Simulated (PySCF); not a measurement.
C₆ coefficients of unlike pairs at PBE

Calculated with PySCF 2.14 from the dipole response of each species, C₆(A,B) = (3/π) ∫ α_A(iu) α_B(iu) du, in atomic units, from isotropic polarisabilities. For ions this is the dispersion term alone; charge-induced terms of lower order in 1/R come first.

```
species           configuration                                                                             basis      relativity  α (bohr³)  C₆ (like pair)
     Pt  [Xe] 4f14 5d9 6s1 (3D)                                       aug-cc-pVQZ-PP with ECP60MDF (7s7p6d4f3g2h)  core potential      39.45           382.6
    O³⁺       [He] 2s2 2p1 (2P)                                                        aug-cc-pCVTZ-DK (7s6p4d2f)   spin-free X2C      1.343           1.253
     Zr       [Kr] 4d2 5s2 (3F)              def2-TZVPPD with the def2 core potential (28 electrons) (6s4p3d2f1g)  core potential      116.6            1564
    Sc⁺       [Ar] 3d1 4s1 (3D)  aug-cc-pVTZ with one added diffuse shell each of s, p, d, f, g type (9s8p6d4f3g)            none      60.16           409.3
```

Q: Estimate C₆ for O³⁺ with Pt.

A: The integral gives 20.29. The combination rule 2 C_A C_B / (C_A α_B/α_A + C_B α_A/α_B) gives 19.24 and the geometric mean 21.90.

No spin-orbit coupling is included.

The other pairs:

```
    pair     C₆
  Zr, Pt  725.9
 Zr, O³⁺  33.44
 Sc⁺, Zr  799.8
 Sc⁺, Pt  370.6
Sc⁺, O³⁺  17.11
```
